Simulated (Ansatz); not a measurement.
The cluster Zr₃O₅. The state is a singlet with charge 0. Geometry PBE0-D4/def2-SVP, basis def2-TZVP, Ansatz.

```xyz
8

Zr    1.282   -1.073   -0.596
Zr   -1.589    0.474   -0.633
Zr    0.131    0.289    1.933
O     1.015   -1.280    1.476
O    -1.656    0.160    1.442
O    -1.507    2.190   -1.014
O     2.678   -0.066   -0.961
O    -0.353   -0.694   -1.646
```

```json
{"run": "A", "HOMO (eV)": "-5.53", "LUMO (eV)": "-2.57"}
{"run": "B", "HOMO (eV)": "-5.08", "LUMO (eV)": "-3.51"}
{"run": "C", "HOMO (eV)": "-6.24", "LUMO (eV)": "-2.11"}
{"run": "D", "HOMO (eV)": "-4.82", "LUMO (eV)": "-3.22"}
{"run": "E", "HOMO (eV)": "-4.86", "LUMO (eV)": "-2.89"}
{"run": "F", "HOMO (eV)": "-7.24", "LUMO (eV)": "-1.24"}
```

In the def2 sets Zr takes a core potential; there is no spin–orbit coupling. The structure comes from a short search, and lower isomers may exist.

Question: The runs used BHLYP, LDA (SPW92), PBE, PBE0, r2SCAN, ωB97M-V. Estimate which is which.

Answer: A PBE0 (25 % exact exchange); B LDA (SPW92) (0 % exact exchange); C BHLYP (50 % exact exchange); D PBE (0 % exact exchange); E r2SCAN (0 % exact exchange); F ωB97M-V (range-separated). Exact exchange lowers occupied and raises empty levels; among semilocal functionals meta-GGAs tend to open the gap a little, and such runs are hard to tell apart. The gap grows from 1.57 eV (LDA (SPW92)) to 6.00 eV (ωB97M-V).
